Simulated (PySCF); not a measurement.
**Computed properties of CH3BrGeO, SMILES C[O][Ge][Br]**

Ge(Br)(OMe) (CH₃BrGeO), SMILES C[O][Ge][Br] (connectivity only; charge and spin as stated), neutral, multiplicity 1. Coordinates come from a PBE0-D3(BJ)/def2-SVP optimisation. The structure was generated by enumeration; whether it is a known compound was not checked. Other conformers were not sampled. All values are computed for the isolated molecule unless a solvent is named; none is compared with measurement here.

**Structure.** The optimised structure has Cs symmetry. All 15 harmonic modes at PBE0-D3(BJ)/def2-SVP (PySCF) are real, so it is a minimum. With heavy atoms numbered as in [Ge:1]([Br:2])[O:3][CH3:4], the shortest bond between them is O3–C4 at 1.402 Å and the longest Ge1–Br2 at 2.383 Å.

**Vibrations.** The strongest infrared lines (harmonic, unscaled, degenerate partners summed) lie at 1151 cm⁻¹ (191 km/mol, O 44 %, C 38 %, H 18 %), 602 cm⁻¹ (77 km/mol, O 49 %, Ge 23 %, C 20 %, H 8 %), 3032 cm⁻¹ (59 km/mol, H 98 %). The softest mode is at 77 cm⁻¹ and the zero-point energy is 26.8 kcal/mol.

**Electronic structure.** HF/def2-TZVP (PySCF) places the frontier levels at -10.13 and 0.66 eV, a gap of 10.79 eV, and gives a dipole moment of 1.44 D and a mean polarisability of 63.0 bohr³. PBE/def2-TZVP (PySCF) at the same geometry gives -6.67 and -3.05 eV, so its gap is 7.17 eV narrower. An orbital gap is neither the optical nor the fundamental gap.

**Excitations.** TDA-PBE0/def2-SVPD (PySCF) has S1 at 4.37 eV (284 nm, f = 0.022, weak); the most intense of the 10 singlets computed lies at 7.25 eV (f = 0.29). T1 (TDA) is at 3.15 eV, 1.22 eV under S1. TDA-PBE/def2-SVPD (PySCF) puts S1 at 3.92 eV. No vertical singlet excitation falls in the visible range (under 3.1 eV).

**NMR.** GIAO shifts at KT2/pcSseg-1 (PySCF) (non-relativistic, atoms alike by connectivity averaged): ¹³C at 60.8 ppm against TMS; ¹H at 4.9 ppm against TMS. Without spin–orbit terms, shifts of atoms bonded to Cl or Br come out too high.
